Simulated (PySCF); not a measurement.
# Assigning NMR signals

Molfile (atoms numbered from 1):
```
C5H10OSi2
     RDKit          3D

 18 18  0  0  0  0  0  0  0  0999 V2000
   -2.4011    1.2450    0.3578 C   0  0  0  0  0  0  0  0  0  0  0  0
   -1.4395    0.4091   -0.0053 C   0  0  0  0  0  0  0  0  0  0  0  0
   -1.5338   -1.0550    0.3305 C   0  0  0  0  0  0  0  0  0  0  0  0
   -0.4624   -1.5046    1.1141 O   0  0  0  0  0  0  0  0  0  0  0  0
    1.1142   -1.5295    0.7347 Si  0  0  0  0  0  4  0  0  0  0  0  0
    1.5688    0.1288   -0.0574 C   0  0  0  0  0  0  0  0  0  0  0  0
    2.7724    0.6847    0.0230 C   0  0  0  0  0  0  0  0  0  0  0  0
    0.1135    0.9532   -0.9374 Si  0  0  0  0  0  4  0  0  0  0  0  0
   -2.3512    2.2953    0.1236 H   0  0  0  0  0  0  0  0  0  0  0  0
   -3.2795    0.9209    0.8970 H   0  0  0  0  0  0  0  0  0  0  0  0
   -1.5725   -1.6344   -0.6034 H   0  0  0  0  0  0  0  0  0  0  0  0
   -2.4472   -1.2628    0.9013 H   0  0  0  0  0  0  0  0  0  0  0  0
    1.4128   -2.5928   -0.2369 H   0  0  0  0  0  0  0  0  0  0  0  0
    1.6811   -1.7678    2.0525 H   0  0  0  0  0  0  0  0  0  0  0  0
    3.5933    0.2044    0.5352 H   0  0  0  0  0  0  0  0  0  0  0  0
    2.9967    1.6456   -0.4170 H   0  0  0  0  0  0  0  0  0  0  0  0
    0.0209    0.4497   -2.3191 H   0  0  0  0  0  0  0  0  0  0  0  0
    0.2047    2.4164   -0.9317 H   0  0  0  0  0  0  0  0  0  0  0  0
  1  2  2  0
  2  3  1  0
  3  4  1  0
  4  5  1  0
  5  6  1  0
  6  7  2  0
  6  8  1  0
  8  2  1  0
  1  9  1  0
  1 10  1  0
  3 11  1  0
  3 12  1  0
  5 13  1  0
  5 14  1  0
  7 15  1  0
  7 16  1  0
  8 17  1  0
  8 18  1  0
M  END
```

- structure optimised with GFN2-xTB
- shielding tensors at PBE0/pcSseg-1 (GIAO)
- program: PySCF
- non-relativistic, no solvent, rapidly exchanging positions averaged, a single conformation

δ = σ(ref) − σ, references computed at the same level: ¹³C (186.93 ppm), ¹H (31.72 ppm) against TMS.

Question: Assign these signals to the numbered atoms. ¹³C{¹H} NMR (computed): δ 153.1 (C), 152.3 (C), 149.9 (CH2), 135.6 (CH2), 74.4 (CH2).

Answer: 
153.1 → C2, fully substituted alkene carbon: an sp2 carbon of a C=C bond
152.3 → C6, fully substituted alkene carbon
149.9 → C7, terminal =CH2 carbon: the olefinic region
135.6 → C1, terminal =CH2 carbon
74.4 → C3, allylic sp3 CH2 bonded to O: pulled downfield by the heteroatom

C2 and C6 lie closer than the usual error of such a calculation, so a measured spectrum could show them in the other order.

Question: Assign these signals to the numbered atoms. ¹H NMR (600 MHz, computed): δ 6.72 (m, 1H), 6.60 (m, 1H), 6.16 (br s, 1H), 5.88 (br s, 1H), 5.22 (s, 2H), 4.85 (s, 2H), 4.67 (s, 2H).

Answer: 
6.72 → H16, hydrogen on a terminal =CH2 carbon: a vinylic proton, deshielded by the sp2 carbon and the C=C anisotropy
6.60 → H15, hydrogen on a terminal =CH2 carbon
6.16 → H10, hydrogen on a terminal =CH2 carbon
5.88 → H9, hydrogen on a terminal =CH2 carbon
5.22 → H13/H14, hydrogen on a silicon bonded to C, O, in a 6-membered ring
4.85 → H17/H18, hydrogen on a silicon bonded to 2 C, in a 6-membered ring
4.67 → H11/H12, hydrogen on an allylic sp3 CH2 bonded to O: its carbon carries O, which withdraws density

H16 and H15 lie closer than the usual error of such a calculation, so a measured spectrum could show them in the other order.

Shifts are as computed. Against solution values, carbons near 30 ppm lie about +3 ppm off and those near 130 ppm about +5 ppm. Of 1309 compounds with measured shifts, 239 miss one by over three times the rms of a fit or turn the order of signals round; such compounds aren't used in these exercises. No couplings were computed; multiplicities are counted from neighbouring protons, with m where these are inequivalent, close in shift, in a saturated or five-membered ring or joined by F or P, and br s for small geminal =CH2 splittings.
